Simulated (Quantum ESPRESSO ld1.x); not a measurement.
Values are calculated unless marked as measured or tabulated.
The bromine ion Br32+, 3 electrons, occupied as [He] 2s1. Code: ld1.x of Quantum ESPRESSO 7.5. Model: Dirac Kohn-Sham, relativistic LDA (MacDonald-Vosko exchange, VWN5 correlation), spin-unpolarised, spherical densities, point nucleus.

Normalised radial functions P(r) = r R(r) (large component), r in bohr:

r,1s1/2,2p3/2
0.00178,0.7474,0.0044
0.002451,0.9948,0.0082
0.003402,1.3214,0.0155
0.004685,1.7217,0.0287
0.006452,2.2057,0.0525
0.008957,2.7756,0.0963
0.01233,3.3624,0.1714
0.01712,3.9093,0.3025
0.02358,4.2579,0.5109
0.03247,4.2650,0.8281
0.04508,3.7907,1.2813
0.06208,2.8773,1.8139
0.08549,1.7553,2.3095
0.1187,0.7740,2.5432
0.1634,0.2288,2.2798
0.2269,0.0362,1.5263
0.3124,0.0027,0.6987
0.4303,0.0001,0.1880
0.5973,0.0000,0.0229
0.8225,0.0000,0.0011
1.142,0.0000,0.0000

1s1/2: eigenvalue -15854.5 eV, 0 radial nodes, <r> = 0.0426 bohr, 90 % of the charge inside 0.0761 bohr. 2p3/2 (empty): eigenvalue -3672.6 eV, 0 radial nodes, <r> = 0.149 bohr, 90 % of the charge inside 0.240 bohr.
